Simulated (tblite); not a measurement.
`O1[Si@@H](O[SiH2]C1(C)C)[SiH2]Cl`. The geometry is computed with GFN2-xTB (gas phase).

```
atom  x, y, z in Å
C1    -1.8395    0.0795   -1.5280
C2    -1.0261    0.0106   -0.2386
C3    -1.7780   -0.7984    0.8138
O4     0.1903   -0.6985   -0.5262
Si5    1.5933    0.1053   -0.5293
Si6    3.0523   -0.8764    0.9203
Cl7    4.5510   -1.6786   -0.1657
O8     1.1257    1.5500    0.1434
Si9   -0.4614    1.7538    0.3817
H10   -1.2932    0.6350   -2.2873
H11   -2.0292   -0.9238   -1.9070
H12   -2.7894    0.5749   -1.3437
H13   -2.7136   -0.3033    1.0615
H14   -1.1784   -0.8915    1.7168
H15   -1.9937   -1.7986    0.4406
H16    1.9837    0.4819   -1.8916
H17    2.5216   -1.9803    1.7365
H18    3.6949    0.0279    1.8829
H19   -0.6716    1.9298    1.8109
H20   -0.9438    2.8114   -0.4941
```

How far are the heavy atoms from their best plane (unweighted least squares)?

0.685 Å rms; C1 1.15, C2 0.03, C3 1.27, O4 0.30, Si5 0.58, Si6 0.80, Cl7 0.34, O8 0.06, Si9 0.34 Å (magnitudes).

Work out the bond lengths C1–H12, C2–Si9, O4–Si5, Si5–Si6, Si5–H16, Si6–Cl7, Si6–H18, Si9–H20 in Å.

For C1–H12 the difference vector is (-0.9499, 0.4954, 0.1843) Å, of length 1.0871 Å. C1–H12 1.087; C2–Si9 1.935; O4–Si5 1.617; Si5–Si6 2.279; Si5–H16 1.466; Si6–Cl7 2.017; Si6–H18 1.469; Si9–H20 1.455 Å.

Give the dihedral angles O4–C2–Si9–O8, C2–O4–Si5–Si6, C3–C2–O4–Si5, C1–C2–C3–H13, C1–C2–C3–H15.

O4–C2–Si9–O8 4° (synperiplanar); C2–O4–Si5–Si6 124° (anticlinal); C3–C2–O4–Si5 -131° (anticlinal); C1–C2–C3–H13 -63° (synclinal); C1–C2–C3–H15 57° (synclinal). Dihedral signs follow IUPAC: positive where, seen along the central bond, the front bond turns clockwise onto the rear one.

How far apart are these pairs, which share no bond: C1···C3, C2···H17, O4···H10, Si5···H12?

C1···C3 2.502 Å (2 bonds apart); C2···H17 4.522 Å (4 bonds apart); O4···H10 2.661 Å (3 bonds apart); Si5···H12 4.482 Å (4 bonds apart).

What is the repulsion energy of the bare nuclei, Σ ZA·ZB/RAB?

858.31 Eh over 190 pairs, with full nuclear charges and distances in bohr; the largest single term is 62.44 Eh (Si6 with Cl7).

What are the angles H11–C1–H12, C1–C2–O4, O4–C2–Si9, O8–Si5–H16, Cl7–Si6–H17, Si5–Si6–H18, Si5–Si6–Cl7?

From the scalar product of the two bond vectors; for H11–C1–H12 it is -0.3867 Å² over 1.0891 × 1.0871 Å², cos θ = -0.3266. H11–C1–H12 109.1°; C1–C2–O4 107.7°; O4–C2–Si9 105.2°; O8–Si5–H16 103.2°; Cl7–Si6–H17 105.6°; Si5–Si6–H18 115.6°; Si5–Si6–Cl7 107.7°.

Where is the centre of mass (commonest isotopes), and what is the radius of gyration?

Mass 197.976 u; centre at (1.192, -0.129, -0.005) Å; Rg = √(Σ m r²/M) = 2.592 Å. As Ia + Ib + Ic = 2 Σ m r², the three principal moments sum to 2659.8 u·Å².

Write the matrix of distances between heavy atoms (Å, lower triangle).

```
C1    0.000
C2    1.526  0.000
C3    2.502  1.526  0.000
O4    2.394  1.437  2.383  0.000
Si5   3.575  2.637  3.740  1.617  0.000
Si6   5.553  4.332  4.832  3.212  2.279  0.000
Cl7   6.766  5.828  6.465  4.484  3.473  2.017  0.000
O8    3.708  2.673  3.794  2.526  1.661  3.194  4.717  0.000
Si9   2.890  1.935  2.904  2.695  2.787  4.422  6.100  1.618  0.000
```

Its GFN2-xTB frequencies are all real (lowest 19 cm⁻¹). The numbers are those of one conformer. 3 starts were optimised and ended at 0.00, 2.34 and 2.43 kcal/mol (GFN2-xTB); the lowest of these is shown.
